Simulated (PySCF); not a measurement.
An excited-state job on `C/N=C\[C@@H](C)NC`.

Computed with TDDFT PBE0/def2-SVPD, vertical, gas phase, core orbitals frozen in the response (PySCF 2.14.0, density-fitted response routines). Geometry: GFN2-xTB. A driver script takes a list of jobs; this job's settings line and coordinates (Å) are shown.

Command:
```bash
OMP_NUM_THREADS=1 python probes_run.py task.json out
```

Input:
```
{"job": {"kind": "uv", "xc": "PBE0", "basis": "def2-SVPD", "nstates": 6, "ntriplets": 2}, "charge": 0, "multiplicity": 1}
C     -2.582103     0.404577    -0.300510
N     -1.697495    -0.383545    -1.103509
C     -0.495090    -0.599603    -0.821870
C      0.336400    -0.147373     0.357658
C      0.168902    -1.163990     1.489220
N      1.729275    -0.102098    -0.060992
C      2.020415     1.011301    -0.939710
H     -2.107170     0.992443     0.492334
H     -3.309327    -0.271504     0.152972
H     -3.126591     1.070312    -0.971714
H      0.048554    -1.233810    -1.515319
H     -0.009966     0.844565     0.709176
H     -0.879278    -1.259039     1.762014
H      0.731414    -0.851377     2.367498
H      0.538530    -2.133136     1.163849
H      2.329162    -0.054318     0.757915
H      1.418518     0.914873    -1.843397
H      3.072931     0.978097    -1.215008
H      1.803115     1.992876    -0.488068
```

**Question.** What does the run print?

**Answer.** 
```
coarse grid: 15000 points
cycle   1  E = -306.5675708997  dE =  6.262e-01  |g| = 4.086e-01  |ddm| = 6.998e+00
cycle   2  E = -306.5493640932  dE =  1.821e-02  |g| = 5.185e-01  |ddm| = 2.715e+00
cycle   3  E = -306.6102968642  dE = -6.093e-02  |g| = 1.104e-01  |ddm| = 1.601e+00
cycle   4  E = -306.6125974786  dE = -2.301e-03  |g| = 4.318e-02  |ddm| = 2.731e-01
cycle   5  E = -306.6130079615  dE = -4.105e-04  |g| = 1.065e-02  |ddm| = 1.134e-01
cycle   6  E = -306.6130306273  dE = -2.267e-05  |g| = 3.533e-03  |ddm| = 3.014e-02
cycle   7  E = -306.6130333192  dE = -2.692e-06  |g| = 3.809e-04  |ddm| = 1.106e-02
final grid: 142488 points
cycle   8  E = -306.6510571220  dE = -6.176e-05  |g| = 8.917e-03  |ddm| = 1.961e-01
cycle   9  E = -306.6510524291  dE =  4.693e-06  |g| = 9.996e-03  |ddm| = 4.393e-02
cycle  10  E = -306.6510778625  dE = -2.543e-05  |g| = 9.897e-04  |ddm| = 2.473e-02
cycle  11  E = -306.6510780500  dE = -1.875e-07  |g| = 3.404e-04  |ddm| = 2.560e-03
cycle  12  E = -306.6510780708  dE = -2.079e-08  |g| = 1.470e-04  |ddm| = 1.018e-03
cycle  13  E = -306.6510780756  dE = -4.768e-09  |g| = 3.679e-05  |ddm| = 4.156e-04
cycle  14  E = -306.6510780759  dE = -2.910e-10  |g| = 6.803e-06  |ddm| = 1.091e-04
converged SCF energy = -306.6510780759

Static polarisability (au): isotropic 79.277, principal 68.456 75.019 94.355

Singlet excitations
state   eV       nm        f      main configurations
  1   4.7458    261.3   0.00128   H->L 0.81, H-1->L 0.16
  2   5.6798    218.3   0.00142   H-1->L 0.81, H->L 0.17
  3   6.0172    206.0   0.00190   H->L+1 0.88
  4   6.4448    192.4   0.00565   H-1->L+1 0.50, H->L+2 0.40
  5   6.8534    180.9   0.02290   H->L+3 0.45, H-1->L+1 0.25, H->L+2 0.22
  6   6.8777    180.3   0.00620   H->L+3 0.47, H->L+2 0.32, H-1->L+1 0.16

Triplet excitations (Tamm-Dancoff, eV): 3.9974 4.9267
```

The SCF starts on a coarse grid where the log names one; the energy can jump when the final grid takes over, and dE then counts from the start density on the new grid. H and L stand for HOMO and LUMO; the number after each pair is its weight.

**Question.** Which computed singlet has the largest oscillator strength, and what do all of them sum to?

**Answer.** State 5 at 6.85 eV (181 nm), f = 0.023; the 6 states sum to 0.039.

**Question.** Give the mean polarisability as a volume in Å³, and the ratio of the largest to the smallest principal value.

**Answer.** 79.277 au × 0.148185 = 11.75 Å³; 94.355/68.456 = 1.38.

Main results: HOMO -6.50 eV, LUMO 0.04 eV; lowest singlet 4.75 eV; lowest triplet 4.00 eV (Tamm–Dancoff); mean polarisability 79.3 au.

**Question.** How long does this job take on one thread of an Arm Neoverse V1, shared host? And the peak memory of the process?

**Answer.** About 47 s (density and orbital grids were written too), with 0.92 GiB resident at the peak, the Python interpreter and its libraries included.

One conformer stands for the species.
Labels such as C1 count atoms from 1, the log's own numbers from 0.
